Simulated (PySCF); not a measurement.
Electronic absorption of [C4H2F5O]+

Species: C4H2F5O (charge +1).
Bonds: O1–C2 (triple), C2–C3, C3–C4, C4–F5, C4–F6, C4–C7, C7–F8, C7–F9, C7–F10. Hydrogens: H11, H12 on C3.

Computed, not measured: PySCF, TDDFT PBE0/def2-SVPD, vertical, gas phase, core orbitals frozen in the response. Geometry: PBE0-D3(BJ)/def2-SVP, one conformer, isolated ion. Torsions of this conformer, `[O+:1]#[C:2][CH2:3][C:4]([F:5])([F:6])[C:7]([F:8])([F:9])[F:10]`: C2–C3–C4–F5 -51°, C3–C4–C7–F8 64°.

```json
{"state": "S1", "E (eV)": "5.96", "ν̃ (cm⁻¹)": "48060", "f": "0.041", "|μ| (D)": "1.35", "main configurations (H = HOMO, L = LUMO)": "H→L (86%), H→L+1 (12%)"}
{"state": "S2", "E (eV)": "6.10", "ν̃ (cm⁻¹)": "49220", "f": "0.020", "|μ| (D)": "0.92", "main configurations (H = HOMO, L = LUMO)": "H→L+1 (86%), H→L (12%)"}
{"state": "S3", "E (eV)": "7.38", "ν̃ (cm⁻¹)": "59540", "f": "0.0001", "|μ| (D)": "0.07", "main configurations (H = HOMO, L = LUMO)": "H-1→L (94%)"}
{"state": "S4", "E (eV)": "7.67", "ν̃ (cm⁻¹)": "61890", "f": "0.0011", "|μ| (D)": "0.20", "main configurations (H = HOMO, L = LUMO)": "H-1→L+1 (77%), H-3→L (14%)"}
{"state": "S5", "E (eV)": "7.71", "ν̃ (cm⁻¹)": "62200", "f": "0.0042", "|μ| (D)": "0.38", "main configurations (H = HOMO, L = LUMO)": "H-2→L (89%)"}
{"state": "S6", "E (eV)": "7.72", "ν̃ (cm⁻¹)": "62270", "f": "0.023", "|μ| (D)": "0.88", "main configurations (H = HOMO, L = LUMO)": "H-3→L (66%), H-1→L+1 (15%), H-5→L (8%)"}
```

The lowest singlet lies at 5.96 eV (208 nm, ultraviolet) and is of moderate strength; its leading configuration is HOMO→LUMO (86%). The lowest level is also the most intense of those listed (f = 0.041). S5/S6 lie within about 0.01 eV of each other. Löwdin shares by element: HOMO fluorine 30% or more, carbon 29% or more (atoms not listed hold the other 42%); LUMO carbon 59% or more, oxygen 33%. Of the 6 states listed, 3 reach f = 0.01 and 1 stays under 0.0005. Weighted by f, the mean energy of these states is 6.55 eV. The listed states span 1.76 eV, and the widest gap between neighbours is 1.28 eV (S2 to S3). The window holds the lowest 6 singlets.
